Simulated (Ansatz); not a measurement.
CH5BGeO, SMILES `[BH2][GeH2][CH]=O` at its PBE0-D4/def2-TZVP geometry, where that method's forces vanish. Charge 0, multiplicity 1.

```xyz
9

B    -0.0202   -1.6622    0.4384
Ge    0.5806    0.0468   -0.5232
C    -0.5883    1.5397    0.1816
O    -0.2248    2.3216    1.0109
H     0.6698   -2.1994    1.2498
H    -1.1076   -2.1056    0.2209
H     0.2717   -0.0189   -2.0327
H     2.0383    0.4735   -0.3059
H    -1.6195    1.6045   -0.2398
```

What forces (eV/Å) does PBE-D4/def2-TZVPP give on these atoms in Ansatz? (An estimate is asked.)

Ansatz gave: 
```
B1   0.042  0.089 -0.109
Ge2  0.070 -0.381  0.048
C3  -0.259 -0.354 -0.448
O4   0.311  0.646  0.681
H5   0.084 -0.023  0.104
H6  -0.124 -0.031 -0.032
H7  -0.057  0.025 -0.143
H8   0.143  0.068  0.022
H9  -0.210 -0.039 -0.123
```
